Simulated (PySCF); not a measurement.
Be₂H₂, SMILES [BeH][BeH]. Atoms are numbered in the order given.

```xyz
4

H      0.0000     0.0000    -2.3969
Be     0.0000     0.0000    -1.0514
Be     0.0000     0.0000     1.0514
H      0.0000     0.0000     2.3969
```

Geometry: PBE0-D3(BJ)/def2-TZVPD.

These are IEF-PCM-B3LYP/def2-TZVPD in PySCF values and carry that method's errors.

The values are the electrostatic part of the solvation free energy, E(continuum) − E(gas) at the gas-phase geometry, in a cavity of scaled van der Waals radii (PySCF's table); cavitation and dispersion terms are not included. A continuum can't describe solvent molecules that bind to the metal. In vacuum the orbital gap is 4.78 eV. The dipole moment in vacuum is 0.00 D.

Question: Estimate the values in water (ε = 78.36), diethylether (ε = 4.24), 1-octanol (ε = 9.86). (The exact figures need the calculation; the answer reports its results.)

Answer: 
```
solvent           ε  ΔG(elec) (kcal/mol)  dipole (D)  gap (eV)
------------  -----  -------------------  ----------  --------
water         78.36                 -6.4        0.00      4.87
diethylether   4.24                 -4.3        0.00      4.85
1-octanol      9.86                 -5.5        0.00      4.86
```
